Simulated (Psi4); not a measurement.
C₂H₈Cl₂N₂Si (SMILES CN(C)[Si](N)(Cl)Cl), singlet, geometry from GFN2-xTB, atoms displaced at random by about 0.08 Å a coordinate; HF/STO-3G, gradient (Psi4 1.11).

Input for Psi4:
```
memory 2 GB

molecule mol {
0 1
C    -0.673370    2.287665    0.022116
N    -0.599977    1.100736   -0.534784
C    -1.778617    0.926012   -1.360887
Si    0.422326   -0.006651    0.082503
N     1.949947    0.491691    0.238548
Cl   -0.274605   -0.758163    1.799537
Cl    0.325953   -1.607346   -1.319560
H    -1.488419    2.579114    0.713492
H    -0.698848    3.202461   -0.754621
H     0.111283    2.670580    0.646923
H    -1.775233    1.512719   -2.142206
H    -2.783364    1.057638   -0.686150
H    -1.813708   -0.103629   -1.759963
H     2.531949    0.044943    1.075690
H     2.389546    0.964122   -0.655263
symmetry c1
no_reorient
no_com
}

set {
  basis sto-3g
  reference rhf
}

gradient('scf')
print_variables()
```

Write the output that Psi4 gives for this input, abridged.


```
gradient() will perform analytic gradient computation.

   => Loading Basis Set <=

    Name: STO-3G
    Role: ORBITAL
    Keyword: BASIS

         ---------------------------------------------------------
                                   SCF
               by Justin Turney, Rob Parrish, Andy Simmonett
                          and Daniel G. A. Smith
                              RHF Reference
         ---------------------------------------------------------

  ==> Geometry <==

    Molecular point group: c1
    Full point group: C1

    Geometry (in Angstrom), charge = 0, multiplicity = 1:

       Center              X                  Y                   Z               Mass
    ------------   -----------------  -----------------  -----------------  -----------------
         C           -0.673370000000     2.287665000000     0.022116000000    12.000000000000
         N           -0.599977000000     1.100736000000    -0.534784000000    14.003074004430
         C           -1.778617000000     0.926012000000    -1.360887000000    12.000000000000
         SI           0.422326000000    -0.006651000000     0.082503000000    27.976926534650
         N            1.949947000000     0.491691000000     0.238548000000    14.003074004430
         CL          -0.274605000000    -0.758163000000     1.799537000000    34.968852682000
         CL           0.325953000000    -1.607346000000    -1.319560000000    34.968852682000
         H           -1.488419000000     2.579114000000     0.713492000000     1.007825032230
         H           -0.698848000000     3.202461000000    -0.754621000000     1.007825032230
         H            0.111283000000     2.670580000000     0.646923000000     1.007825032230
         H           -1.775233000000     1.512719000000    -2.142206000000     1.007825032230
         H           -2.783364000000     1.057638000000    -0.686150000000     1.007825032230
         H           -1.813708000000    -0.103629000000    -1.759963000000     1.007825032230
         H            2.531949000000     0.044943000000     1.075690000000     1.007825032230
         H            2.389546000000     0.964122000000    -0.655263000000     1.007825032230

  Running in c1 symmetry.

  Rotational constants: A =      0.05126  B =      0.04526  C =      0.03560 [cm^-1]
  Rotational constants: A =   1536.64132  B =   1356.74414  C =   1067.22609 [MHz]
  Nuclear repulsion =  585.163590443642875

  Charge       = 0
  Multiplicity = 1
  Electrons    = 82
  Nalpha       = 41
  Nbeta        = 41

  ==> Algorithm <==

  SCF Algorithm Type is DF.
  DIIS enabled.
  MOM disabled.
  Fractional occupation disabled.
  Guess Type is SAD.
  Energy threshold   = 1.00e-08
  Density threshold  = 1.00e-08
  Integral threshold = 1.00e-12

  ==> Primary Basis <==

  Basis Set: STO-3G
    Blend: STO-3G
    Number of shells: 35
    Number of basis functions: 55
    Number of Cartesian functions: 55
    Spherical Harmonics?: true
    Max angular momentum: 1

   => Loading Basis Set <=

    Name: (STO-3G AUX)
    Role: JKFIT
    Keyword: DF_BASIS_SCF

  ==> Integral Setup <==

  SCF_SUBTYPE=INCORE selected. In-core MEM_DF algorithm will be used.
  Using in-core AOs.

  ==> MemDFJK: Density-Fitted J/K Matrices <==

    J tasked:                   Yes
    K tasked:                   Yes
    wK tasked:                   No
    Algorithm:                 Core
    Schwarz Cutoff:           1E-12
    Mask sparsity (%):       5.8843
    Fitting Condition:        1E-10

   => Auxiliary Basis Set <=

  Basis Set: (STO-3G AUX)
    Blend: DEF2-UNIVERSAL-JKFIT
    Number of shells: 262
    Number of basis functions: 832
    Number of Cartesian functions: 989
    Spherical Harmonics?: true
    Max angular momentum: 4

  Minimum eigenvalue in the overlap matrix is 2.0202433618E-01.
  Reciprocal condition number of the overlap matrix is 8.0005902756E-02.
    Using symmetric orthogonalization.

  ==> Pre-Iterations <==

  SCF Guess: Superposition of Atomic Densities via on-the-fly atomic UHF (no occupation information).

   -------------------------
    Irrep   Nso     Nmo
   -------------------------
     A         55      55
   -------------------------
    Total      55      55
   -------------------------

  ==> Iterations <==

                           Total Energy        Delta E     RMS |[F,P]|

   @DF-RHF iter SAD: -1377.84218417204329   -1.37784e+03   0.00000e+00
   @DF-RHF iter   1: -1381.67637601125671   -3.83419e+00   5.80528e-03 ADIIS/DIIS
   @DF-RHF iter   2: -1381.76464059394880   -8.82646e-02   1.30975e-03 ADIIS/DIIS
   @DF-RHF iter   3: -1381.76849748638665   -3.85689e-03   3.35485e-04 ADIIS/DIIS
   @DF-RHF iter   4: -1381.76887536766390   -3.77881e-04   7.74140e-05 DIIS
   @DF-RHF iter   5: -1381.76889410430908   -1.87366e-05   1.23433e-05 DIIS
   @DF-RHF iter   6: -1381.76889473912365   -6.34815e-07   3.08654e-06 DIIS
   @DF-RHF iter   7: -1381.76889477286272   -3.37391e-08   6.81583e-07 DIIS
   @DF-RHF iter   8: -1381.76889477500049   -2.13777e-09   1.42856e-07 DIIS
   @DF-RHF iter   9: -1381.76889477509121   -9.07221e-11   3.76126e-08 DIIS
   @DF-RHF iter  10: -1381.76889477509917   -7.95808e-12   7.66899e-09 DIIS
  Energy and wave function converged.

  ==> Post-Iterations <==

    Orbital Energies [Eh]
    ---------------------

    Doubly Occupied:

[...]
    Virtual:

[...]
    Final Occupation by Irrep:
              A
    DOCC [    41 ]
    NA   [    41 ]
    NB   [    41 ]

  @DF-RHF Final Energy: -1381.76889477509917

   => Energetics <=

    Nuclear Repulsion Energy =            585.1635904436428746
    One-Electron Energy =               -3077.6355611580061122
    Two-Electron Energy =                1110.7030759392639538
    Total Energy =                      -1381.7688947750991701

Computation Completed

Properties will be evaluated at   0.000000,   0.000000,   0.000000 [a0]

Properties computed using the SCF density matrix

 Multipole Moments:

 ------------------------------------------------------------------------------------
     Multipole            Electronic (a.u.)      Nuclear  (a.u.)        Total (a.u.)
 ------------------------------------------------------------------------------------

 L = 1.  Multiply by 2.5417464519 to convert [e a0] to [Debye]
 Dipole X            :          4.4345878           -3.7859642            0.6486235
 Dipole Y            :         -2.5724436            3.8743770            1.3019333
 Dipole Z            :          8.2113209           -8.2273479           -0.0160269
 Magnitude           :                                                    1.4546476

 ------------------------------------------------------------------------------------

         ------------------------------------------------------------
                                   SCF GRAD
                          Rob Parrish, Justin Turney,
                       Andy Simmonett, and Alex Sokolov
         ------------------------------------------------------------

  ==> Geometry <==

    Molecular point group: c1
    Full point group: C1

    Geometry (in Angstrom), charge = 0, multiplicity = 1:

       Center              X                  Y                   Z               Mass
    ------------   -----------------  -----------------  -----------------  -----------------
         C           -0.673370000000     2.287665000000     0.022116000000    12.000000000000
         N           -0.599977000000     1.100736000000    -0.534784000000    14.003074004430
         C           -1.778617000000     0.926012000000    -1.360887000000    12.000000000000
         SI           0.422326000000    -0.006651000000     0.082503000000    27.976926534650
         N            1.949947000000     0.491691000000     0.238548000000    14.003074004430
         CL          -0.274605000000    -0.758163000000     1.799537000000    34.968852682000
         CL           0.325953000000    -1.607346000000    -1.319560000000    34.968852682000
         H           -1.488419000000     2.579114000000     0.713492000000     1.007825032230
         H           -0.698848000000     3.202461000000    -0.754621000000     1.007825032230
         H            0.111283000000     2.670580000000     0.646923000000     1.007825032230
         H           -1.775233000000     1.512719000000    -2.142206000000     1.007825032230
         H           -2.783364000000     1.057638000000    -0.686150000000     1.007825032230
         H           -1.813708000000    -0.103629000000    -1.759963000000     1.007825032230
         H            2.531949000000     0.044943000000     1.075690000000     1.007825032230
         H            2.389546000000     0.964122000000    -0.655263000000     1.007825032230

  Nuclear repulsion =  585.163590443642875

  ==> Basis Set <==

  Basis Set: STO-3G
    Blend: STO-3G
    Number of shells: 35
    Number of basis functions: 55
    Number of Cartesian functions: 55
    Spherical Harmonics?: true
    Max angular momentum: 1

  ==> DFJKGrad: Density-Fitted SCF Gradients <==

    Gradient:                    1
    J tasked:                  Yes
    K tasked:                  Yes
    wK tasked:                  No
    Integrals threads:           1
    Schwarz Cutoff:          1E-12
    Fitting Condition:       1E-10

   => Auxiliary Basis Set <=

  Basis Set: (STO-3G AUX)
    Blend: DEF2-UNIVERSAL-JKFIT
    Number of shells: 262
    Number of basis functions: 832
    Number of Cartesian functions: 989
    Spherical Harmonics?: true
    Max angular momentum: 4

  -Total Gradient:
     Atom            X                  Y                   Z
    ------   -----------------  -----------------  -----------------
       1        0.013224949501    -0.280970653914    -0.046313368257
       2        0.023330722963     0.086922767144     0.069403080642
       3        0.076643553386     0.128424098631    -0.128814811407
       4        0.020505580243     0.067392676011     0.050644652423
       5       -0.095900829589    -0.017176549239    -0.016150044378
       6        0.010695824505     0.017657990741    -0.046090778487
       7       -0.001637912650    -0.004651781963    -0.007268636193
       8        0.014080555088     0.027686442520     0.015543660166
       9        0.004177275416     0.059750567163    -0.034831020522
      10       -0.035333360786     0.022892434963    -0.003405173382
      11        0.003172793887    -0.093323562996     0.100976450460
      12       -0.067680155033     0.002803508135     0.050968499416
      13        0.000052800412    -0.011023565941    -0.006973614684
      14        0.025017384495    -0.044262312061     0.078571670581
      15        0.009650818157     0.037877940827    -0.076260566386

  Variable Map:
  ----------------------------------------------------------------------------
[...]
  Array Variable Map:
  ----------------------------------------------------------------------------
[...]
[...]
```
